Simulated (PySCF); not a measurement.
Si(AsH2)2(F)(H) (As2FH5Si), SMILES F[SiH]([AsH2])[AsH2]. Atoms are numbered in the order given.

```xyz
9

Si     0.3661    -0.8002     0.2178
F      0.7690    -1.8006    -1.0286
As    -1.9920    -0.4493     0.1479
As     1.5977     1.2198    -0.0794
H      0.6914    -1.5321     1.4935
H     -1.8646     0.4473     1.3973
H     -1.8324     0.7653    -0.7879
H      1.1024     1.6914     1.3031
H      2.8687     0.6066     0.5431
```

The structure is a stationary point at PBE-D3(BJ)/def2-SVP.

All values below come from PBE/pcSseg-1 run with PySCF.

GIAO shieldings, no solvent; atoms listed in one row are averaged. δ = σ(ref) − σ: ²⁹Si against TMS (σ = 335.4 ppm); ¹⁹F against CFCl3 (σ = 133.6 ppm); ⁷⁵As against AsH3 (σ = 1870.9 ppm); ¹H against TMS (σ = 31.49 ppm), references at their B3LYP-D3(BJ)/def2-TZVP geometries, non-relativistic.

**Question.** Estimate the chemical shifts. (Estimate from the structure and the level; the computed values follow.)

**Answer.** 
```json
[
 {"nucleus": "²⁹Si", "atoms": "Si1", "count": "1", "δ (ppm)": "68.2"},
 {"nucleus": "¹⁹F", "atoms": "F2", "count": "1", "δ (ppm)": "-227.1"},
 {"nucleus": "⁷⁵As", "atoms": "As3", "count": "1", "δ (ppm)": "89.2"},
 {"nucleus": "⁷⁵As", "atoms": "As4", "count": "1", "δ (ppm)": "73.2"},
 {"nucleus": "¹H", "atoms": "H5", "count": "1", "δ (ppm)": "7.54"},
 {"nucleus": "¹H", "atoms": "H9", "count": "1", "δ (ppm)": "3.42"},
 {"nucleus": "¹H", "atoms": "H7", "count": "1", "δ (ppm)": "2.87"},
 {"nucleus": "¹H", "atoms": "H6", "count": "1", "δ (ppm)": "2.35"},
 {"nucleus": "¹H", "atoms": "H8", "count": "1", "δ (ppm)": "2.33"}
]
```
